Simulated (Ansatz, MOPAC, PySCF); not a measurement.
Complex: H2 (SMILES [H][H]) (first 2 atoms) with CH4S (SMILES CS); geometry from B3LYP-D3(BJ)/def2-TZVP, rigid monomers moved along the line of their centres of mass till H1···S4 is 2.73 Å.
(charge 0, multiplicity 1):
```xyz
8

H      0.02958    -0.32953     0.15439
H      0.37830    -0.16103    -0.48325
C      0.93944     0.68592     2.78922
S     -0.69816    -0.11344     2.77285
H      0.94485     1.56013     3.43669
H      1.63233    -0.05205     3.19001
H      1.25696     0.95609     1.78413
H     -1.38664     0.92857     2.27916
```

Monomers are frozen at their geometry in the pair; levels with a basis set take the counterpoise correction. Rows marked so take none.

Cores are frozen in the correlated methods. CBS: X⁻³ extrapolation of the correlation energy, Hartree–Fock from the larger set. Rows in 3-21G, 6-31G* carry no dispersion term and start afresh at each structure (6-31G* with six Cartesian d functions). MP2/6-31G* freezes PySCF's default core. The state that PM3, PM6, PM7 reach isn't checked; PM7 holds dispersion and hydrogen-bond terms.

The values were computed with Ansatz (a quantum-chemistry and plane-wave program); MOPAC for PM3, PM6, PM7 (differences of heats of formation); PySCF for 3-21G rows, 6-31G* rows, the dispersion terms. 

Other levels give for the interaction energy: PBE/def2-TZVPPD -12.5; B3LYP/def2-TZVPPD 23.3; B3LYP-D3(BJ)/def2-TZVPPD -19.6; wB97M-V/def2-TZVPPD -13.6; CCSD(T)/CBS(aug-cc-pV(D+d)Z, aug-cc-pV(T+d)Z) -15.0 meV.

Q: What do these common cheap choices give for the same quantity: PM3, PM6, PM7, HF/3-21G (no counterpoise), HF/6-31G* (no counterpoise), BP86/6-31G* (no counterpoise), B3LYP/6-31G* (no counterpoise), MP2/6-31G*?

A: PM3 7.5; PM6 39.7; PM7 67.8; HF/3-21G (no counterpoise) 21.3; HF/6-31G* (no counterpoise) 61.0; BP86/6-31G* (no counterpoise) 22.9; B3LYP/6-31G* (no counterpoise) 15.8; MP2/6-31G* 48.1 meV. They span 7.5 to 67.8 meV.
